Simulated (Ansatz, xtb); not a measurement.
# CH9B3N4: which of two isomers lies lower

Structure X: `CN1BNB(N)NB1`, a singlet. Structure Y: `CN1BNBNB1N`, a singlet. Both are isolated molecules in the gas phase, relaxed with PBE-D3(BJ)/def2-SVP; the shapes shown needn't be the lowest conformers.

X (Å):

```yaml
atoms:
  - { symbol: C, position_ang: [-2.2663, -0.8555, -1.8423] }
  - { symbol: B, position_ang: [-2.4661, -1.7035, 0.5122] }
  - { symbol: B, position_ang: [-1.1957, -0.6037, 2.4088] }
  - { symbol: B, position_ang: [-1.0011, 0.2562, 0.0333] }
  - { symbol: N, position_ang: [-1.9084, -0.7623, -0.4288] }
  - { symbol: N, position_ang: [-2.1057, -1.6088, 1.8896] }
  - { symbol: N, position_ang: [-0.8504, -0.5280, 3.7885] }
  - { symbol: N, position_ang: [-0.6659, 0.3163, 1.4209] }
  - { symbol: H, position_ang: [-1.9311, -1.8158, -2.2893] }
  - { symbol: H, position_ang: [-3.3644, -0.7880, -1.9925] }
  - { symbol: H, position_ang: [-1.7931, -0.0331, -2.4131] }
  - { symbol: H, position_ang: [-3.2375, -2.5687, 0.1312] }
  - { symbol: H, position_ang: [-2.5178, -2.2882, 2.5296] }
  - { symbol: H, position_ang: [-0.2148, 0.1698, 4.1687] }
  - { symbol: H, position_ang: [-1.2143, -1.1660, 4.4927] }
  - { symbol: H, position_ang: [-0.0214, 1.0501, 1.7155] }
  - { symbol: H, position_ang: [-0.5258, 1.0586, -0.7535] }
```

Y (Å):

```xyz
17

C     1.2913    0.8867   -1.1099
B     0.7096    1.3630    1.2798
B    -1.6942    1.4481    2.0227
B    -1.1193    0.9646   -0.3981
N     0.2987    1.0746   -0.0614
N    -0.2885    1.5443    2.2965
N    -2.0744    1.1597    0.6778
N    -1.5392    0.6779   -1.7286
H     1.1727    1.6300   -1.9302
H     2.3128    1.0013   -0.6999
H     1.2240   -0.1262   -1.5671
H     1.8964    1.4524    1.5487
H     0.0177    1.7492    3.2469
H    -2.5274    1.6052    2.8978
H    -3.0707    1.0884    0.4696
H    -2.5168    0.5937   -1.9981
H    -0.8939    0.5356   -2.5016
```

Q: Which of the two would you expect CCSD(T)/def2-SVP + ΔMP2/def2-TZVPP electronic energies to favour?

A: CCSD(T)/def2-SVP + ΔMP2/def2-TZVPP gives E(Y) − E(X) = −1.18 kcal/mol, slightly favouring structure Y, which is too small a margin to settle the true order.

Level by level:

| level | geometry | E(Y) − E(X) (kcal/mol) | departure from the last row (kcal/mol) | job, with rough time for the two |
| --- | --- | --- | --- | --- |
| GFN2-xTB | GFN2-xTB | +0.02 | +1.20 | optimisation, 0.88 s |
| HF/STO-3G | GFN2-xTB | +0.21 | +1.39 | single point, 1.1 s |
| r2SCAN-D4/def2-SVP | GFN2-xTB | −1.20 | −0.01 | single point, 14 s |
| PBE-D3(BJ)/def2-SVP | PBE-D3(BJ)/def2-SVP | −1.17 | +0.01 | optimisation, 51 s |
| HF/def2-SVP | PBE-D3(BJ)/def2-SVP | −0.11 | +1.08 | part of the CCSD(T) run |
| MP2/def2-SVP | PBE-D3(BJ)/def2-SVP | −1.07 | +0.12 | part of the CCSD(T) run |
| CCSD(T)/def2-SVP | PBE-D3(BJ)/def2-SVP | −1.01 | +0.18 | single point |
| CCSD(T)/def2-SVP + ΔMP2/def2-TZVPP | PBE-D3(BJ)/def2-SVP | −1.18 |  | single point, 6.4 min |

As drawn, both hold the same kinds of bond in the same numbers.

GFN2-xTB, HF/STO-3G, HF/def2-SVP find them nearly level. The largest departure from CCSD(T)/def2-SVP + ΔMP2/def2-TZVPP is that of HF/STO-3G, 1.39 kcal/mol. The last row adds to CCSD(T) the change of the MP2 difference between the two basis sets, here −0.18 kcal/mol.

With thermal terms from frequencies at re-optimised GFN2-xTB minima (ideal gas, soft modes damped towards free rotors, one conformer each, 298.15 K, 1 atm): on the last row, ΔE + ΔZPE = −0.94, ΔH = −1.14, ΔG = −0.52 kcal/mol.

The correlated steps freeze 8 core orbitals. Codes used: Ansatz 0.2.0, xtb 6.7.1; the last row on 2 threads of Arm Neoverse N1 on a shared host.
